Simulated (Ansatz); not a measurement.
Basis sets compared for the cluster Na₆Au⁺. Total charge 1; singlet. Geometry PBE-D4/def2-SVP. Ansatz on 4 threads of Arm Neoverse N1 on a shared host; times are rough, and most runs start from earlier orbitals.

Cartesian coordinates in Å:
```
Au 0.498 1.385 -0.332
Na -2.050 0.955 -1.713
Na 1.365 3.920 -0.934
Na 2.455 0.130 1.451
Na 1.827 -3.029 2.415
Na -0.473 -1.398 0.296
Na -3.621 -1.963 -1.184
```

In the def2 sets Au takes a core potential; there is no spin–orbit coupling. The restricted singlet is unstable towards broken spin symmetry in Hartree–Fock (as tested in another run); at PBE-D4/def2-SVP, PBE-D4/def2-TZVP, PBE0-D4/def2-SVP, PBE0-D4/def2-TZVP this wasn't settled. No other spin state of charge 1 was run. Another isomer (singlet) lies 0.46 eV lower at PBE0-D4/def2-TZVP; other spin states weren't run for this one.

```tsv
level	functions	energy (Eh)	HOMO (eV)	LUMO (eV)	wall time
PBE-D4/def2-SVP	122	-1108.4439	-5.86	-5.05	4.6 s
PBE0-D4/def2-SVP	122	-1108.4746	-6.22	-4.56	7.5 s
```

**Question.** Estimate the rows for PBE-D4/def2-TZVP (with forces), PBE0-D4/def2-TZVP.

**Answer.** 
```
                         level  functions  energy (Eh)  HOMO (eV)  LUMO (eV)  wall time
PBE-D4/def2-TZVP (with forces)        232   -1108.8096      -5.91      -5.10      8.5 s
             PBE0-D4/def2-TZVP        232   -1108.8360      -6.28      -4.60       14 s
```
